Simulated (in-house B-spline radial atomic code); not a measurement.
**PBE0 excitations of the arsenic ion As³⁺**

Method: PBE0. Computed with a B-spline radial code for spherical atoms: linear response of the closed shell [Ar] 3d10 4s2 with the functional's adiabatic kernel; non-relativistic, point nucleus, no spin-orbit coupling, no double excitations, S, P, D and F terms only; shells from n = 2 respond. Only terms of natural parity with L up to 3 were computed.

Without relativity these are model numbers for so heavy an element.

Command:
```bash
python run_td.py task.json out
```
Settings (radii: box in bohr, nucleus in fm):
```
Z                        33
electrons                30
configuration            [Ar] 3d10 4s2
hamiltonian              nr
method                   pbe0
box_radius               23.08
intervals                55
```

Cost of the run: 1.9 s on 1 thread of Arm Neoverse N1, with other jobs on the host.

The lowest states, in the order of their Tamm-Dancoff energies; the method's threshold (minus the highest occupied level) is 44.90 eV. Labels give the largest channel, * marks a mixed state, and oscillator strengths are full-response dipole values. Semilocal kernels can invert the small singlet-triplet splittings of Rydberg terms. Energies in eV:

```csv
state,full response,Tamm-Dancoff,oscillator strength
4s → 4p 3P,?,?,-
4s → 4p 1P,13.305,13.830,1.61
4s → 4d 3D,24.532,24.565,-
4s → 4d 1D,25.613,25.629,-
4s → 5s 3S,26.328,26.334,-
4s → 5s 1S,27.129,27.157,-
4s → 5p 3P,29.802,29.811,-
4s → 5p 1P,?,?,?
4s → 4f 3F,34.11,34.12,-
4s → 4f 1F,34.25,34.25,-
```

Where does 4s → 5p 1P lie?

At 30.20 eV in full response, 30.25 eV in Tamm-Dancoff, oscillator strength 0.0246.

Where does 4s → 4p 3P lie?

At 8.859 eV in full response, 9.071 eV in Tamm-Dancoff.

How large is the singlet-triplet splitting of 4s → 4p (P terms) in Tamm-Dancoff?

4.76 eV, from the unrounded values.

What polarisabilities and dispersion coefficient does the method give?

Dipole 7.442 bohr³, quadrupole 16.04 bohr⁵, C6 23.8 hartree·bohr⁶ for two such species.
